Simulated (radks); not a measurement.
Q: Species: Re. Configuration: [Xe] 4f14 5d5 6s1 7f1 (not the ground configuration). All-electron calculation, Dirac Kohn-Sham, PBE, spin-unpolarised, spherical densities, finite nucleus; open shells fill j = l - 1/2 first; Fermi nuclear charge, rms radius 5.3698 fm. Program: a radial shooting solver on a logarithmic mesh with Libxc functionals. Some entries of the table are withheld. Estimate them.

| orbital | occ. | eigenvalue (hartree) | <r> (bohr) |
|---|---|---|---|
| 1s1/2 | 2 | -2628.994 | 0.01804 |
| 2s1/2 | 2 | -455.7129 | (1) |
| 2p1/2 | 2 | -436.1557 | 0.06246 |
| 2p3/2 | 4 | -383.2509 | 0.07054 |
| 3s1/2 | 2 | -105.6797 | 0.1969 |
| 3p1/2 | 2 | -96.92791 | 0.1870 |
| 3p3/2 | 4 | -85.43898 | 0.2019 |
| 3d3/2 | 4 | -70.70678 | 0.1765 |
| 3d5/2 | 6 | -68.21282 | 0.1811 |
| 4s1/2 | 2 | -22.23814 | 0.4405 |
| 4p1/2 | 2 | -18.58269 | 0.4450 |
| 4p3/2 | 4 | -15.90252 | 0.4784 |
| 4d3/2 | 4 | -9.89370 | 0.4934 |
| 4d5/2 | 6 | -9.39846 | 0.5048 |
| 5s1/2 | 2 | -3.36206 | 1.038 |
| 5p1/2 | 2 | -2.25871 | 1.139 |
| 5p3/2 | 4 | -1.85685 | 1.241 |
| 4f5/2 | 6 | -1.83759 | 0.5763 |
| 4f7/2 | 8 | -1.74531 | 0.5852 |
| 5d3/2 | 4 | -0.45565 | (2) |
| 6s1/2 | 1 | -0.43068 | 2.881 |
| 5d5/2 | 1 | -0.42198 | (3) |
| 7f5/2 | 1 | -0.01056 | 43.39 |

A: 
(1) 2s1/2 <r> (bohr): 0.07559
(2) 5d3/2 <r> (bohr): 1.823
(3) 5d5/2 <r> (bohr): 1.894
